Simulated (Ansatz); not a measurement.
Basis-set extrapolation for CH4ClFSSi (`C[Si](F)(S)Cl`) (PBE0-D4/def2-TZVP geometry, frozen core, the Gaussian-basis code of Ansatz). Multiplicity 1, RHF reference.

```csv
,def2-TZVPP,def2-QZVPP
HF,-1285.875119,-1285.915000
MP2 correlation,-0.908629,-0.990089
CCSD(T) correlation,-0.996325,not run
```

Energies in hartree. Use E(X) = E(∞) + A·exp(−7.88·√X) for Hartree–Fock and E(X) = E(∞) + B·X^(−2.97) for correlation, with X = 3 and 4, and add CCSD(T) minus MP2 of the smaller set to the MP2 limit.

Task: What is the CCSD(T) energy at the basis-set limit?

Result: HF limit: -1285.915000 + (-0.039881) × 0.13774 = -1285.92049. MP2 limit: -0.990089 + (-0.081460) × 0.74074 = -1.05043. Higher-order term: -0.996325 − (-0.908629) = -0.08770. Total: -1287.05862 hartree, 5.09 eV below CCSD(T)/def2-TZVPP.
